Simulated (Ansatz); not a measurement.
B3F3, relaxed as a triplet with UKS PBE0-D4/def2-SVP in Ansatz, starting from the PBE0-D4/def2-SVP geometry of the neutral singlet. Force threshold 0.02 eV/Å.

At PBE0-D4/def2-SVP a singlet of charge 0 lies 0.18 eV below the triplet, each at its own geometry. The structure comes from a short search, and lower isomers may exist.

Start:

Cartesian coordinates in Å:
```
B -0.499 0.450 -0.854
B 0.493 0.011 0.969
B 0.013 -0.883 -0.220
F -0.817 1.661 -1.141
F 0.032 -2.194 -0.546
F 0.778 0.955 1.792
```

Question: Estimate the energy that the relaxation releases and the steps that it takes.

Answer: 9.3 kcal/mol, in 11 steps; 13 s on 4 threads of Intel Xeon Platinum 8259CL on a shared host. No frequencies were taken in this run, so the end may be a saddle point.

Question: Does the start keep its bonding and symmetry?

Answer: By distances, no bond broke or formed. The bond that changes most is B1–B2, from 2.12 to 1.88 Å (atoms count from 1). Point group C2v at the start, C2v at the end, both within 0.05 Å.

Question: Predict the relaxed structure.

Answer: 
```xyz
6

B    -0.445    0.553   -0.719
B     0.434    0.164    0.897
B     0.014   -0.924   -0.230
F    -0.907    1.603   -1.334
F     0.033   -2.213   -0.551
F     0.872    0.816    1.936
```
Bond lengths: 3 × B–B 1.62 to 1.88 Å; 3 × B–F 1.30 to 1.33 Å.
